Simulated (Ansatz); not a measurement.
Input file for Ansatz (an electronic-structure program): R-CCSD(T)/def2-TZVPP on GeH6OSi (SMILES O[SiH2][GeH3]). The run froze 20 orbitals, filled d shells among them.

Ansatz 0.2 input:
```yaml
crystal:
  periodic: [false, false, false]
  atoms:
    - {symbol: O, position_ang: [-1.58935594, 0.92209539, -0.66414610]}
    - {symbol: Si, position_ang: [-0.86802509, -0.33248935, 0.14398983]}
    - {symbol: Ge, position_ang: [1.47972343, 0.06826963, 0.05580606]}
    - {symbol: H, position_ang: [-2.54762770, 0.93350626, -0.73137259]}
    - {symbol: H, position_ang: [-1.33134227, -0.40063913, 1.55512076]}
    - {symbol: H, position_ang: [-1.19692741, -1.63848105, -0.48593018]}
    - {symbol: H, position_ang: [1.98387554, 0.10562120, -1.39781545]}
    - {symbol: H, position_ang: [1.84258889, 1.40252341, 0.73151460]}
    - {symbol: H, position_ang: [2.22709056, -1.06040633, 0.79283306]}
basis:
  gaussian:
    orbitals: def2-TZVPP
magnetization: {spin_polarized: false}
correlation: {method: ccsd_t, electrons: outside_noble_gas}
scf: {lower_state_search: off}
```

Output:

```
WARN ansatz: RAYON_NUM_THREADS=1 ignored (pool sized by the plan → 1); use --threads N
Functional definition: HF
these checks for a lower state are left out or cut short: stability, starts, cluster_reference, orbital_swaps, neighbouring_geometries, increment
integrals: 0.86 GiB planned
1217 factors; integrals over basis functions are off by at most 8.0e-4 eV
mean field: 0.67 GiB planned
mean field evaluation 1: about -66467.3375 eV, gradient 3.6e1 eV
mean field evaluation 2: about -66467.4947 eV, gradient 3.6e1 eV
mean field evaluation 4: about -66470.3335 eV, gradient 3.1e0 eV
mean field evaluation 8: about -66470.3835 eV, gradient 9.7e-2 eV
mean field -66470.38356977 eV, -2442.7415409448 hartree, gradient 2.7e-6 eV, S^2 0.000000; 0 other end points of the search recorded, 0 dependent functions left out
20 core orbitals not correlated
reference -66470.38356977 eV, -2442.7415409448 hartree; 10, 10 occupied and 175, 175 virtual orbitals, 1217 factors
second order -13.41235414 eV of doubles, -0.00000000 eV of singles
coupled cluster: 2.05 GiB planned
cycle   1  -14.11267121 eV  change   -7.0e-1 eV  update   8.6e-2
cycle   2  -14.53456353 eV  change   -4.2e-1 eV  update   2.7e-2
cycle   3  -14.60645291 eV  change   -7.2e-2 eV  update   1.2e-2
cycle   4  -14.59849590 eV  change    8.0e-3 eV  update   2.9e-3
cycle   5  -14.59840645 eV  change    8.9e-5 eV  update   1.1e-3
cycle   6  -14.59832262 eV  change    8.4e-5 eV  update   2.9e-4
cycle   7  -14.59814118 eV  change    1.8e-4 eV  update   9.6e-5
cycle   8  -14.59814570 eV  change   -4.5e-6 eV  update   3.2e-5
cycle   9  -14.59815632 eV  change   -1.1e-5 eV  update   1.2e-5
perturbative correction -0.47106170 eV, -0.0173111982 hartree
Total energy: -66485.45278780 eV, -2443.2953244930 hartree
Checks for a lower state left out: stability, starts, cluster_reference, orbital_swaps, neighbouring_geometries, increment
```

Self-consistency was reached.

Cost: about 90 core-seconds (a rough figure).
